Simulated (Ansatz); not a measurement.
Cl3HfI, SMILES `[Cl][Hf]([Cl])([Cl])[I]` at its PBE0-D4/def2-TZVP geometry, where that method's forces vanish. Total charge 0; spin multiplicity 1. Hf, I takes the def2 core potential.

```xyz
5

Cl   -0.7157    2.0835    0.7875
Hf    0.0469    0.0502   -0.0148
Cl    0.3400    0.1936   -2.3068
Cl    2.0723   -0.4559    0.9858
I    -1.7435   -1.8714    0.5483
```

**Question.** What forces (eV/Å) does ωB97M-V/def2-TZVPP give on these atoms in the Gaussian-basis code of Ansatz? (Best estimate.)

**Answer.** Computed: 
```
Cl1 -0.029  0.087  0.032
Hf2 -0.046 -0.049  0.015
Cl3  0.015  0.009 -0.095
Cl4  0.086 -0.018  0.040
I5  -0.026 -0.028  0.008
```
